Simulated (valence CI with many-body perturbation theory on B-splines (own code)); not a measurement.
## E1 transitions of Bi69+

Level of theory: configuration interaction combined with many-body perturbation theory (CI+MBPT): four valence electrons over a frozen Dirac-Fock core [Ne], radial functions for each j: 11 s, 11 p, 9 d, 7 f, 5 g, 2 h, 1 i, with the one-electron correlation potential Σ1, the two-electron term Σ2, the three-electron term Σ3, Breit, model QED; selected CI, second order for the rest (own B-spline code, finite nucleus).

No measured spectrum was set against this ion. As an estimate, large intervals hold to a few tenths of a per cent, small ones and those within an open d or f shell to about a per cent.

Lines 101 to 150 of 279 in falling wavelength, among levels below 144.33 Ry, chosen from the strongest by gf and those to the six lowest levels. Wavelengths and rates use the calculated energies. Electric multipoles are in the length gauge, E1 and E2 with the static RPA response of the core. Weak lines are less certain than strong ones. Lines between different terms over intervals too small for the method are left out, as are lines whose strength nearly cancels. The highest levels of a list are the least certain.

Levels are named by their leading jj configuration (3d3/2^4 stands for four electrons in 3d with j = 3/2), which in mixed levels can hold well under half, so a name can repeat and another be missing. Letters in brackets count levels of one name in rising energy.

| λ vac (nm) | Upper | Lower | A (s⁻¹) | S (a.u.) with core polarisation | S without |
| --- | --- | --- | --- | --- | --- |
| 2.992 | (3s 3p1/2 3p3/2 3d5/2) J=2 [d] | (3s 3p1/2 3p3/2^2) J=1 [b] | 6.07e+11 | 4.01e-02 | 4.06e-02 |
| 2.989 | (3s^2 3p3/2 3d5/2) J=1 | (3s^2 3p3/2^2) J=0 | 5.64e+11 | 2.23e-02 | 2.26e-02 |
| 2.986 | (3s^2 3d3/2 3d5/2) J=2 | (3s^2 3p3/2 3d3/2) J=2 | 2.12e+11 | 1.40e-02 | 1.41e-02 |
| 2.984 | (3s^2 3d3/2 3d5/2) J=2 | (3s^2 3p3/2 3d3/2) J=1 | 3.65e+11 | 2.40e-02 | 2.42e-02 |
| 2.983 | (3s 3p1/2^2 3d5/2) J=3 | (3s 3p1/2^2 3p3/2) J=2 | 3.89e+11 | 3.56e-02 | 3.60e-02 |
| 2.980 | (3s^2 3p1/2 3d5/2) J=2 | (3s^2 3p1/2 3p3/2) J=1 | 5.14e+11 | 3.36e-02 | 3.39e-02 |
| 2.979 | (3s 3p1/2 3p3/2 3d5/2) J=1 [c] | (3s 3p1/2 3p3/2^2) J=1 [a] | 4.38e+11 | 1.71e-02 | 1.73e-02 |
| 2.971 | (3s 3p1/2 3p3/2 3d5/2) J=2 [b] | (3s 3p1/2 3p3/2^2) J=3 | 1.41e+11 | 9.14e-03 | 9.25e-03 |
| 2.966 | (3s 3p1/2 3p3/2 3d5/2) J=2 [c] | (3s 3p1/2 3p3/2^2) J=1 [a] | 5.31e+11 | 3.42e-02 | 3.46e-02 |
| 2.962 | (3s 3p1/2 3p3/2 3d5/2) J=3 [a] | (3s 3p1/2 3p3/2^2) J=2 [a] | 6.07e+11 | 5.45e-02 | 5.51e-02 |
| 2.958 | (3s 3p1/2 3p3/2 3d5/2) J=3 [d] | (3s 3p1/2 3p3/2^2) J=2 [b] | 6.53e+11 | 5.84e-02 | 5.91e-02 |
| 2.955 | (3s^2 3d3/2 3d5/2) J=1 | (3s^2 3p3/2 3d3/2) J=0 | 2.90e+11 | 1.11e-02 | 1.12e-02 |
| 2.955 | (3s 3p1/2 3p3/2 3d5/2) J=0 | (3s 3p1/2 3p3/2^2) J=1 [a] | 1.92e+11 | 2.45e-03 | 2.48e-03 |
| 2.954 | (3s 3p1/2 3p3/2 3d5/2) J=2 [c] | (3s 3p1/2 3p3/2^2) J=2 [b] | 2.10e+11 | 1.33e-02 | 1.35e-02 |
| 2.952 | (3s 3p1/2 3p3/2 3d5/2) J=1 [b] | (3s 3p1/2 3p3/2^2) J=0 | 3.24e+11 | 1.24e-02 | 1.25e-02 |
| 2.949 | (3s^2 3p3/2^2) J=0 | (3s 3p1/2^2 3p3/2) J=1 | 2.59e+09 | 3.28e-05 | 3.33e-05 |
| 2.948 | (3s^2 3d3/2 3d5/2) J=1 | (3s^2 3p3/2 3d3/2) J=1 | 2.71e+11 | 1.03e-02 | 1.04e-02 |
| 2.947 | (3s^2 3p3/2 3d5/2) J=3 | (3s 3p1/2^2 3d5/2) J=2 | 3.79e+10 | 3.35e-03 | 3.39e-03 |
| 2.932 | (3s^2 3d3/2 3d5/2) J=4 | (3s^2 3p3/2 3d3/2) J=3 | 5.81e+11 | 6.51e-02 | 6.59e-02 |
| 2.912 | (3s^2 3p3/2 3d5/2) J=3 | (3s^2 3p3/2^2) J=2 | 9.86e+11 | 8.41e-02 | 8.51e-02 |
| 2.904 | (3s^2 3p3/2^2) J=2 | (3s 3p1/2^2 3p3/2) J=2 | 6.85e+09 | 4.14e-04 | 4.19e-04 |
| 2.889 | (3s 3p1/2 3p3/2 3d5/2) J=4 [c] | (3s 3p1/2 3p3/2^2) J=3 | 3.96e+11 | 4.24e-02 | 4.29e-02 |
| 2.877 | (3s 3p1/2 3p3/2 3d5/2) J=3 [b] | (3s 3p1/2 3p3/2^2) J=2 [a] | 1.38e+11 | 1.13e-02 | 1.15e-02 |
| 2.869 | (3s 3p1/2^2 3d5/2) J=2 | (3s 3p1/2^2 3p3/2) J=2 | 7.54e+10 | 4.39e-03 | 4.45e-03 |
| 2.869 | (3s 3p1/2 3p3/2 3d5/2) J=1 [a] | (3s 3p1/2 3p3/2^2) J=2 [a] | 8.11e+10 | 2.83e-03 | 2.87e-03 |
| 2.828 | (3s^2 3p3/2 3d5/2) J=1 | (3s^2 3p3/2^2) J=2 | 8.68e+10 | 2.91e-03 | 2.94e-03 |
| 2.771 | (3s 3p1/2 3p3/2 3d5/2) J=3 [d] | (3s 3p1/2 3p3/2^2) J=3 | 6.35e+10 | 4.67e-03 | 4.72e-03 |
| 2.768 | (3s 3p1/2 3p3/2 3d5/2) J=3 [c] | (3s 3p1/2 3p3/2^2) J=2 [a] | 1.68e+11 | 1.23e-02 | 1.24e-02 |
| 1.571 | (3s 3p1/2 3p3/2 3d3/2) J=2 [a] | (3s^2 3p1/2 3d3/2) J=2 | 6.32e+10 | 6.04e-04 | 6.12e-04 |
| 1.560 | (3s 3p1/2 3p3/2^2) J=2 [a] | (3s^2 3p1/2 3p3/2) J=2 | 3.33e+10 | 3.12e-04 | 3.16e-04 |
| 1.556 | (3s 3p1/2 3p3/2 3d5/2) J=2 [a] | (3s^2 3p1/2 3d5/2) J=2 | 6.57e+11 | 6.11e-03 | 6.18e-03 |
| 1.552 | (3s 3p1/2 3p3/2 3d3/2) J=1 [a] | (3s^2 3p1/2 3d3/2) J=2 | 5.69e+10 | 3.15e-04 | 3.19e-04 |
| 1.540 | (3s 3p1/2 3p3/2^2) J=2 [a] | (3s^2 3p1/2 3p3/2) J=1 | 1.35e+12 | 1.21e-02 | 1.23e-02 |
| 1.539 | (3s 3p1/2 3p3/2 3d3/2) J=3 [a] | (3s^2 3p1/2 3d3/2) J=2 | 5.49e+10 | 6.91e-04 | 7.00e-04 |
| 1.538 | (3s 3p1/2 3p3/2 3d3/2) J=2 [c] | (3s^2 3p1/2 3d3/2) J=1 | 1.90e+11 | 1.71e-03 | 1.73e-03 |
| 1.532 | (3s 3p1/2 3p3/2 3d3/2) J=2 [a] | (3s 3p1/2^2 3p3/2) J=1 | 4.17e+11 | 3.70e-03 | 3.75e-03 |
| 1.520 | (3p1/2^2 3p3/2^2) J=2 | (3s^2 3p1/2 3d3/2) J=2 | 1.32e+11 | 1.15e-03 | 1.16e-03 |
| 1.519 | (3s 3p1/2 3p3/2 3d3/2) J=0 [a] | (3s 3p1/2^2 3p3/2) J=1 | 1.23e+11 | 2.13e-04 | 2.15e-04 |
| 1.518 | (3s 3p1/2 3p3/2^2) J=3 | (3s^2 3p1/2 3p3/2) J=2 | 9.56e+11 | 1.15e-02 | 1.17e-02 |
| 1.516 | (3s 3p1/2 3p3/2 3d5/2) J=3 [b] | (3s^2 3p1/2 3d5/2) J=3 | 6.94e+11 | 8.35e-03 | 8.46e-03 |
| 1.514 | (3s 3p1/2 3p3/2 3d3/2) J=1 [a] | (3s 3p1/2^2 3p3/2) J=1 | 2.81e+07 | 1.44e-07 | 1.47e-07 |
| 1.508 | (3s 3p1/2 3p3/2 3d5/2) J=4 [b] | (3s^2 3p1/2 3d5/2) J=3 | 3.53e+11 | 5.38e-03 | 5.45e-03 |
| 1.500 | (3p1/2^2 3p3/2 3d3/2) J=2 | (3s 3p1/2^2 3d3/2) J=2 | 4.04e+11 | 3.36e-03 | 3.40e-03 |
| 1.500 | (3s 3p1/2 3p3/2 3d5/2) J=2 [b] | (3s^2 3p1/2 3d5/2) J=3 | 8.21e+11 | 6.83e-03 | 6.92e-03 |
| 1.496 | (3s 3p1/2 3p3/2 3d5/2) J=2 [b] | (3s^2 3p1/2 3d5/2) J=2 | 1.41e+11 | 1.16e-03 | 1.18e-03 |
| 1.485 | (3s 3p1/2 3p3/2 3d5/2) J=3 [c] | (3s^2 3p1/2 3d5/2) J=3 | 1.97e+11 | 2.23e-03 | 2.26e-03 |
| 1.484 | (3p1/2^2 3p3/2^2) J=2 | (3s 3p1/2^2 3p3/2) J=1 | 1.78e+12 | 1.44e-02 | 1.46e-02 |
| 1.481 | (3s 3p1/2 3p3/2 3d5/2) J=3 [c] | (3s^2 3p1/2 3d5/2) J=2 | 4.17e+12 | 4.69e-02 | 4.75e-02 |
| 1.480 | (3s 3p1/2 3p3/2 3d3/2) J=2 [d] | (3s^2 3p1/2 3d3/2) J=1 | 4.38e+12 | 3.50e-02 | 3.55e-02 |
| 1.479 | (3s 3p1/2 3p3/2 3d5/2) J=4 [c] | (3s^2 3p1/2 3d5/2) J=3 | 2.67e+12 | 3.84e-02 | 3.89e-02 |
